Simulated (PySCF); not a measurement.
## SmC from Hartree–Fock to correlated methods

State: 2S+1 = 11, about 6.0 electrons in the 4f shell (Mulliken), real f orbitals that mix terms. Set-up: basis Sm x2c-SVPall, C x2c-SVPall; spin-free X2C with a Gaussian nucleus; PySCF 2.14. De refers to Sm (4f6 6s2) + C in their high-spin ground configurations, without counterpoise correction. The functionals are run spin-unrestricted. A positive dipole means Sm(−)C(+). Levels whose curve was spin-contaminated or gave no clean fit are not listed.

| Level | Re (Å) | ωe (cm⁻¹) | De (eV) | μ (D) | CPU s a point (SCF and correlation, without the integrals) |
| --- | --- | --- | --- | --- | --- |
| UHF | 2.472 | 435 | n/a | -4.33 | 1.6 |
| UHF-MP2 | 2.355 | 475 | n/a | n/a | 3.1 |
| UHF-SCS-MP2 | 2.382 | 466 | n/a | n/a | n/a |
| BLYP | 2.392 | 433 | 2.33 | -3.60 | 6.8 |
| r²SCAN | 2.372 | 453 | 3.22 | -3.70 | 5.3 |
| PBE0 | 2.370 | 457 | 2.76 | -3.83 | 6.2 |
| M06-2X | 2.389 | 448 | 2.33 | -3.82 | 6.5 |

The bond length runs from 2.355 Å (UHF-MP2) to 2.472 Å (UHF). De spans 2.33 eV (M06-2X, hybrid meta-GGA) to 3.22 eV (r²SCAN, meta-GGA).

Correlated steps freeze 19 core orbitals. These are scalar-relativistic numbers at best; spin–orbit coupling would shift them, the dissociation energy most. Counting both spins, an empty level lies below a filled one in some of these solutions, because spin and occupation are held. The state is the lowest single determinant that the PBE0 search found; with open d or f shells the true ground state can be another one.

The whole job (state search and all levels along the bond) took about 8.8 min on 2 threads of Arm Neoverse V2 (shared host), peak memory 2.9 GiB.
